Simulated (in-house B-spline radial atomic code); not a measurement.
**Binding energies in neutral palladium**

NIST's tabulated ground configuration is [Kr] 4d10; each binding energy is the energy of the ion with one electron taken from that subshell, relaxed, less that of the parent. All numbers are computed (Dirac-Hartree-Fock, average of configuration; Fermi nucleus of rms radius 4.5318 fm) with a radial B-spline atomic code at the basis-set limit, not measured. Energies include first-order Breit, QED and recoil terms.

```
subshell  X-ray name  binding energy (eV)  -ε (eV)  relaxation (eV)
      1s           K                24355  24492.9             64.7
      2s          L1               3615.7   3658.5             35.5
   2p1/2          L2               3336.7   3382.4             38.7
   2p3/2          L3               3179.5   3222.2             37.7
      3s          M1                678.1    695.1             15.8
   3p1/2          M2                567.6    584.8             16.2
   3p3/2          M3                539.5    555.9             15.8
   3d3/2          M4                345.3    362.5             17.0
   3d5/2          M5                339.9    356.8             16.8
      4s          N1                99.03   104.56             5.34
   4p1/2          N2                63.75    68.58             4.70
   4p3/2          N3                 59.4    63.87             4.41
   4d3/2          N4                  6.7     9.27             2.56
   4d5/2          N5                 6.28     8.70             2.43
```

Relaxation = -ε minus the binding energy without Breit, QED and recoil terms.

Emission lines follow as differences of binding energies, with λ = 12398.42 eV·Å / E:

```json
{"line": "K-L3", "holes": "1s → 2p3/2", "energy (eV)": "21175.5", "wavelength (Å)": "0.58551"}
{"line": "K-L2", "holes": "1s → 2p1/2", "energy (eV)": "21018.3", "wavelength (Å)": "0.58989"}
{"line": "K-M3", "holes": "1s → 3p3/2", "energy (eV)": "23815.5", "wavelength (Å)": "0.5206"}
{"line": "L3-M5", "holes": "2p3/2 → 3d5/2", "energy (eV)": "2839.6", "wavelength (Å)": "4.3663"}
{"line": "L2-M4", "holes": "2p1/2 → 3d3/2", "energy (eV)": "2991.4", "wavelength (Å)": "4.1447"}
{"line": "L1-M3", "holes": "2s → 3p3/2", "energy (eV)": "3076.2", "wavelength (Å)": "4.0304"}
{"line": "L3-M1", "holes": "2p3/2 → 3s", "energy (eV)": "2501.4", "wavelength (Å)": "4.9566"}
{"line": "L2-N4", "holes": "2p1/2 → 4d3/2", "energy (eV)": "3330.0", "wavelength (Å)": "3.7232"}
```

Task: What screening constant σ does Moseley's law, E = (3/4)·13.6057 eV·(Z - σ)², need for K-L3?

Result: σ = 0.45.

Moseley's non-relativistic formula needs a falling, then negative, screening constant for heavy elements, because relativity binds the 1s electron more strongly than the formula allows.

Task: What does it cost to remove both a 2p3/2 and a 3s electron?

Result: 3900.4 eV, which is 42.78 eV more than the two single binding energies together.

Task: What does it cost to remove two 4s electrons?

Result: 214.7 eV, which is 16.64 eV more than the two single binding energies together.

Task: What does it cost to remove both a 4s and a 4p3/2 electron?

Result: 171.78 eV, which is 13.35 eV more than the two single binding energies together.
